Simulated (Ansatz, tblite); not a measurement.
Removing an electron: Sn21AsH32⁻. Total charge -1; singlet. Geometry: r2SCAN-D4/def2-SVP. Ansatz, gas phase; energy differences of separate SCF runs; the oxidised species was run as a doublet alone.

```xyz
54

Sn   -1.144   -3.634    3.881
Sn    3.595    1.846    3.400
Sn    4.375    0.813   -1.247
Sn   -1.208   -4.604   -0.467
Sn    1.570   -2.304   -2.942
As    1.178   -1.187    1.027
Sn   -2.168    0.349    1.868
Sn    0.288    2.707    0.357
Sn   -2.242   -0.140   -0.911
Sn    1.066    2.074   -3.786
Sn   -3.081    4.365   -2.239
Sn    2.616   -0.780    3.198
Sn    0.477   -3.668    1.591
Sn   -3.203   -1.802    3.379
Sn    3.114   -1.643   -0.700
Sn    1.790    3.821    2.513
Sn    2.462    2.874   -1.489
Sn    0.414   -4.842   -2.731
Sn   -3.254   -2.777   -1.123
Sn   -0.346   -0.239   -3.015
Sn   -0.923    5.132   -0.584
Sn   -4.115    1.781   -1.797
H    -1.772   -5.227    4.126
H    -0.293   -3.236    5.324
H     4.071    1.972    5.063
H     5.085    1.840    2.528
H     5.282    0.547   -2.699
H     5.562    1.107   -0.029
H    -1.844   -6.147    0.005
H     2.507   -2.174   -4.394
H    -0.706    0.700    2.700
H    -3.211    1.711    2.111
H     1.934    1.599   -5.206
H    -0.090    3.243   -4.315
H    -2.680    4.379   -3.921
H    -4.467    5.403   -2.126
H     3.849   -1.990    3.314
H     1.518   -1.110    4.492
H     1.841   -4.724    1.766
H    -3.839   -1.251    4.890
H    -4.495   -2.653    2.619
H     4.172   -2.909   -0.170
H     2.805    5.221    2.341
H     0.875    4.155    3.950
H     3.388    4.285   -1.909
H     1.619   -6.066   -2.543
H    -0.475   -5.263   -4.151
H    -3.696   -3.161   -2.751
H    -4.650   -3.131   -0.171
H    -1.465   -0.683   -4.274
H    -1.732    6.055    0.646
H    -0.102    6.338   -1.528
H    -5.390    1.840   -0.629
H    -4.866    1.191   -3.241
```

In the def2 sets Sn takes a core potential; there is no spin–orbit coupling. The xTB rows come from tblite. Single mean-field runs in def2-TZVP are fitted with def2-universal-jkfit.

```json
{"level": "GFN2-xTB", "−HOMO (eV)": "8.43", "vertical IE (eV)": "9.60", "−LUMO (eV)": "7.29", "HOMO–LUMO gap (eV)": "1.14"}
{"level": "r2SCAN-D4/def2-TZVP", "−HOMO (eV)": "2.89", "vertical IE (eV)": "4.21", "−LUMO (eV)": "0.61", "HOMO–LUMO gap (eV)": "2.29"}
{"level": "PBE0-D4/def2-TZVP", "−HOMO (eV)": "3.42", "vertical IE (eV)": "4.29", "−LUMO (eV)": "0.05", "HOMO–LUMO gap (eV)": "3.37"}
```

Task: Estimate the rows for GFN1-xTB, PBE-D4/def2-TZVP.

Result: 
```csv
level,−HOMO (eV),vertical IE (eV),−LUMO (eV),HOMO–LUMO gap (eV)
GFN1-xTB,7.87,9.12,6.21,1.66
PBE-D4/def2-TZVP,2.77,4.20,0.75,2.01
```

 Raw xTB energy differences between charge states are shifted by several eV; the methods need an empirical correction for them.
